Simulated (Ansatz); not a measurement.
C7H14 can be A, `C[C@@H]1CC[C@H](C)C1`, or B, `CC1CCCCC1`.

Calculated with Ansatz (gas phase, PBE0-D4/def2-TZVP geometries, no zero-point term in ΔE). CBS: MP2 limit from def2 TZ/QZ plus the TZ coupled-cluster correction, frozen cores. DFT in def2-TZVPP. B3LYP here is the variant with VWN-RPA as its local correlation; programs differ in this.

A:

```xyz
21

C    -0.045    2.524    0.583
C    -0.228    1.234   -0.190
C    -1.434    0.396    0.263
C    -1.063   -1.074   -0.012
C     0.350   -1.052   -0.618
C     1.170   -2.290   -0.316
C     0.934    0.252   -0.089
H    -0.920    3.173    0.490
H     0.102    2.317    1.648
H     0.823    3.085    0.229
H    -0.359    1.480   -1.252
H    -1.603    0.553    1.333
H    -2.352    0.703   -0.243
H    -1.777   -1.574   -0.670
H    -1.049   -1.645    0.922
H     0.256   -0.953   -1.707
H     0.687   -3.193   -0.699
H     2.166   -2.231   -0.764
H     1.296   -2.414    0.764
H     1.221    0.128    0.964
H     1.824    0.579   -0.634
```

B:

```xyz
21

C     0.996    1.397   -1.719
C     0.643    0.291   -0.740
C    -0.751   -0.269   -1.006
C    -1.129   -1.364   -0.020
C    -1.010   -0.879    1.418
C     0.380   -0.326    1.698
C     0.752    0.765    0.705
H     2.006    1.777   -1.543
H     0.944    1.046   -2.753
H     0.303    2.238   -1.618
H     1.362   -0.531   -0.875
H    -0.810   -0.644   -2.034
H    -1.477    0.552   -0.934
H    -0.463   -2.225   -0.164
H    -2.144   -1.720   -0.220
H    -1.246   -1.689    2.115
H    -1.753   -0.090    1.594
H     1.112   -1.141    1.629
H     0.439    0.057    2.722
H     1.766    1.130    0.901
H     0.082    1.625    0.842
```

Q: Which is lower in electronic energy at CCSD(T)/CBS, and by how much? (An estimate is asked.)

A: The calculation gave: B, by 21.0 kJ/mol.

Q: Give E(B) − E(A) in kJ/mol with ωB97M-V, B3LYP, B2PLYP, B3LYP-D4, CCSD(T)/def2-TZVPP, PBE-D4, HF/def2-TZVPP. (Best estimate.)

A: Ansatz gave: ωB97M-V -20.1, B3LYP -18.5, B2PLYP -19.5, B3LYP-D4 -21.1, CCSD(T)/def2-TZVPP -20.1, PBE-D4 -19.1, HF/def2-TZVPP -20.4. None reverses the order clearly.

Largest T1 diagnostic: 0.009.
